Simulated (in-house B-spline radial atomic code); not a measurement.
A run on an ion of nuclear charge 65 with 65.8 electrons that did not converge. Method: scalar-relativistic (X2C) PBEsol, spin-polarised, spherical fractional occupations, Fermi nucleus of rms radius 5.06 fm; computed with a B-spline radial code for spherical atoms.

Command:
```bash
python run_scf.py task.json out
```
Settings (nuclear radius in fm, mass in u):
```
Z                65
configuration    [Xe] 4f9.8 6s2
hamiltonian      x2c
method           pbesol
spin_polarised   True
nucleus          fermi
rms_radius       5.06
atomic_mass      158.92535
speed_of_light   137.035999084
```

First and last ten iterations of the last attempt (damped for 15 steps, keeping 80 % of the old Fock matrix, then DIIS):
```
 iter        energy (Eh)    residual
    1      -11659.592299    7.03e-01
    2      -11656.280016    1.36e+00
    3      -11680.193129    8.42e-01
    4      -11693.039824    5.02e-01
    5      -11699.365887    3.09e-01
    6      -11702.181442    1.96e-01
    7      -11703.315552    1.14e-01
    8      -11703.752432    7.44e-02
    9      -11703.937696    5.28e-02
   10      -11704.033229    3.79e-02
  111      -11656.953842    4.86e-01
  112      -11657.195875    4.81e-01
  113      -11683.335400    3.63e-01
  114      -11656.378418    4.92e-01
  115      -11656.318711    4.93e-01
  116      -11701.833011    1.19e-01
  117      -11701.754713    2.03e-01
  118      -11701.892073    1.96e-01
  119      -11702.124735    1.85e-01
  120      -11702.123237    1.85e-01
 not converged after 120 iterations
```

The smallest residual met was 3.2e-02; the threshold is about 6e-07. No energy from this run should be used. The likely cause: this method binds the added charge weakly or not at all at the basis-set limit, so charge moves back and forth between the atom and the box. Run time, properties included: 2.9 s on 1 thread of x86-64 server CPU, with other jobs on the host.
